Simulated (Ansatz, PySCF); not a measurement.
Complex: CH3F (SMILES CF) (first 5 atoms) with C2H6 (SMILES CC); geometry from B3LYP-D3(BJ)/def2-TZVP, rigid monomers moved along the line of their centres of mass till F2···H12 is 3.12 Å.
(charge 0, multiplicity 1):
| atom | x (Å) | y (Å) | z (Å) |
|---|---|---|---|
| C | -0.5235 | 0.4905 | 0.5044 |
| F | -0.4228 | -0.8457 | 0.8749 |
| H | 0.2810 | 1.0489 | 0.9841 |
| H | -0.4358 | 0.5598 | -0.5804 |
| H | -1.4908 | 0.8732 | 0.8307 |
| C | -0.5653 | 0.3520 | 4.5280 |
| C | 0.8496 | -0.2189 | 4.5102 |
| H | -0.9401 | 0.4571 | 5.5481 |
| H | -1.2546 | -0.2946 | 3.9829 |
| H | -0.6014 | 1.3403 | 4.0638 |
| H | 1.5513 | 0.4372 | 5.0296 |
| H | 1.2067 | -0.3549 | 3.4882 |
| H | 0.8867 | -1.1946 | 4.9986 |

Counterpoise-corrected where a basis set is named; no monomer relaxation.

Frozen-core correlation.

The values were computed with Ansatz (Gaussian orbitals); PySCF for the dispersion terms. Each number belongs to the level named beside it.

PBE/def2-TZVPPD gives -1.7 kJ/mol for the interaction energy.

**Question.** Where do these levels fall relative to PBE: PBE-D3(BJ)/def2-TZVPPD, r2SCAN/def2-TZVPPD, PBE0/def2-TZVPPD, wB97M-V/def2-TZVPPD, MP2/aug-cc-pVDZ, CCSD(T)/aug-cc-pVDZ.

**Answer.** PBE-D3(BJ)/def2-TZVPPD -3.0; r2SCAN/def2-TZVPPD -0.6; PBE0/def2-TZVPPD 0.4; wB97M-V/def2-TZVPPD -2.0; MP2/aug-cc-pVDZ -1.6; CCSD(T)/aug-cc-pVDZ -1.7 kJ/mol. 1 of 6 lie above PBE; the widest gap is to PBE-D3(BJ)/def2-TZVPPD.

Ansatz is a first-principles code.
